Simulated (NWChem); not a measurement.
Species: CH$_{5}$GeNOSi; SMILES [GeH3][C]1=N[SiH2]O1

```xyz
10

Ge    -0.0005     1.6270     0.0000
C      0.1109    -0.3422     0.0004
N      1.1677    -1.0785     0.0007
Si     0.0066    -2.4205    -0.0003
O     -1.0743    -1.0493     0.0004
H     -0.7876     2.0648     1.2437
H      1.4225     2.1919     0.0200
H     -0.7518     2.0656    -1.2655
H     -0.0994    -3.2502    -1.2283
H     -0.1039    -3.2530     1.2253
```
Atoms are numbered in this order, from 1.

Results from NWChem. Medium grid unless said otherwise, to which SCAN and Minnesota functionals are sensitive. Structure relaxed at the PBE0/def2-SVP level.

**Question.** Estimate the computed values for r2SCAN/def2-TZVP. Quantities: highest occupied level (eV); orbital gap (eV); dipole (D).

**Answer.** 
```yaml
highest occupied level (eV): -6.61
orbital gap (eV): 5.08
dipole (D): 1.04
```
